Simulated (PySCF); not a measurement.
Working with the constants of TeH⁺

UHF-CCSD(T) constants of TeH⁺, ³Σ⁻ (triplet), unpaired electrons π ↑↑ (Te def2-SVP with ECP28, H def2-SVP; scalar-relativistic core potentials (PySCF 2.14); masses 129.9062 and 1.0078 u):

```
ωe              : 2085.6 cm⁻¹
ωexe            : 39.4 cm⁻¹
Be              : 6.0055 cm⁻¹
αe              : 0.163 cm⁻¹
D (centrifugal) : 0.000199 cm⁻¹
De to Te⁺ + H   : 2.41 eV
```

Problem. Give the vibrational terms G(v) and spacings up to v = 6.

Solution. G(v) = ωe(v+½) − ωexe(v+½)².

| v | G(v) (cm⁻¹) | G(v) − G(v−1) | Bv (cm⁻¹) |
| --- | --- | --- | --- |
| 0 | 1033 |  | 5.924 |
| 1 | 3040 | 2007 | 5.761 |
| 2 | 4968 | 1928 | 5.598 |
| 3 | 6817 | 1849 | 5.435 |
| 4 | 8587 | 1770 | 5.272 |
| 5 | 10279 | 1692 | 5.109 |
| 6 | 11892 | 1613 | 4.946 |

Problem. How well does the Morse estimate ωe²/(4ωexe) reproduce De, and what is D0?

Solution. It gives 3.42 eV, 142 % of the computed De. D0 = De − G(0) = 2.41 − 0.13 = 2.28 eV.

Correlated steps freeze 4 core orbitals. Correlated levels converge slowly with the basis: in double zeta they bind strong bonds too weakly, by up to about 1 eV, and carry superposition errors of some tenths. These are scalar-relativistic numbers at best; spin–orbit coupling would shift them, the dissociation energy most. For an ion De counts to the pair picked by the measured ionisation energies or electron affinities, which need not be the lowest pair at this level. The state is the lowest determinant that a PBE0 search found; another state may lie lower at other levels.
